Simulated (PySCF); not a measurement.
Compound: C5H4F4O2.
SMILES with atom numbers: `[F:1][C:2]1=[C:3]([O:4][CH:5]([F:6])[F:7])[O:8][CH2:9][C@H:10]1[F:11]` (hydrogens: H12 on C5; H13, H14 on C9; H15 on C10)

The same species was optimised twice, with GFN2-xTB and with PBE0-D3(BJ)/def2-SVP (PySCF), and the same property calculations (PySCF, gas phase) were run on both structures.

```csv
coordinate,GFN2-xTB,PBE0-D3(BJ)/def2-SVP,change
C2–C10 (Å),1.499,1.481,-0.018
C3–O4 (Å),1.350,1.332,-0.018
O4–C5 (Å),1.368,1.384,+0.016
F1–C2 (Å),1.338,1.324,-0.014
C5–F7 (Å),1.350,1.339,-0.011
C3–O8 (Å),1.358,1.348,-0.010
C9–C10 (Å),1.536,1.526,-0.010
C5–F6 (Å),1.333,1.324,-0.009
C2=C3 (Å),1.336,1.343,+0.007
C10–F11 (Å),1.385,1.386,+0.001
O8–C9 (Å),1.431,1.432,+0.001
F6–C5–F7 (°),106.8,109.0,+2.2
C3–O8–C9 (°),107.8,105.8,-2.0
O4–C3–O8 (°),118.5,117.0,-1.5
O4–C5–F7 (°),110.9,109.6,-1.3
C9–C10–F11 (°),109.9,111.2,+1.3
O4–C5–F6 (°),107.2,106.1,-1.1
F1–C2–C10 (°),122.8,123.9,+1.1
C3–C2–C10 (°),109.8,108.7,-1.1
C2–C3–O4–C5 (°),-174,-147,+27
C3–O4–C5–F6 (°),-169,-175,-6
```

Rotational constants: A = 2272, B = 620.2, C = 535.0 MHz (GFN2-xTB) against A = 2280, B = 631.9, C = 561.3 MHz (PBE0-D3(BJ)/def2-SVP). Point groups within 0.08 Å: C1 and C1.

On the GFN2-xTB structure: HOMO (eV) -6.92 [PBE0/pcSseg-1]; LUMO (eV) 0.17 [PBE0/pcSseg-1]; dipole (D) 3.28 [PBE0/pcSseg-1]; GIAO shielding of F1 (ppm) 385.8 [PBE0/pcSseg-1]; GIAO shielding of C2 (ppm) 55.5 [PBE0/pcSseg-1]; GIAO shielding of C3 (ppm) 32.6 [PBE0/pcSseg-1]; GIAO shielding of O4 (ppm) 171.0 [PBE0/pcSseg-1]; GIAO shielding of C5 (ppm) 65.9 [PBE0/pcSseg-1]; GIAO shielding of F6 (ppm) 283.8 [PBE0/pcSseg-1]; GIAO shielding of F7 (ppm) 260.8 [PBE0/pcSseg-1]; GIAO shielding of O8 (ppm) 244.9 [PBE0/pcSseg-1].

Question: What do these properties become on the PBE0-D3(BJ)/def2-SVP structure?

Answer: 
```tsv
property	level	on GFN2-xTB	on PBE0-D3(BJ)/def2-SVP	change
HOMO (eV)	PBE0/pcSseg-1	-6.92	-6.91	+0.01
LUMO (eV)	PBE0/pcSseg-1	0.17	0.21	+0.04
dipole (D)	PBE0/pcSseg-1	3.28	3.52	+0.24
energy, GFN2-xTB geometry as zero (kcal/mol)	PBE0/pcSseg-1	0.0	-1.6	-1.6
GIAO shielding of F1 (ppm)	PBE0/pcSseg-1	385.8	385.1	-0.7
GIAO shielding of C2 (ppm)	PBE0/pcSseg-1	55.5	55.1	-0.4
GIAO shielding of C3 (ppm)	PBE0/pcSseg-1	32.6	33.1	+0.5
GIAO shielding of O4 (ppm)	PBE0/pcSseg-1	171.0	169.9	-1.1
GIAO shielding of C5 (ppm)	PBE0/pcSseg-1	65.9	66.2	+0.3
GIAO shielding of F6 (ppm)	PBE0/pcSseg-1	283.8	287.7	+3.9
GIAO shielding of F7 (ppm)	PBE0/pcSseg-1	260.8	270.6	+9.8
GIAO shielding of O8 (ppm)	PBE0/pcSseg-1	244.9	243.4	-1.5
```

The heavy atoms differ by 0.199 Å rms after alignment. Among bonds between heavy atoms C2–C10 and C3–O4 change most and about equally (-0.018 Å). Changes are differences of the printed values. Neither structure is proved a minimum here.

Shape of the structure used: `[F:1][C:2]1=[C:3]([O:4][CH:5]([F:6])[F:7])[O:8][CH2:9][C@H:10]1[F:11]`: C2–C3–O4–C5 -147°, C3–O4–C5–F6 -175°.
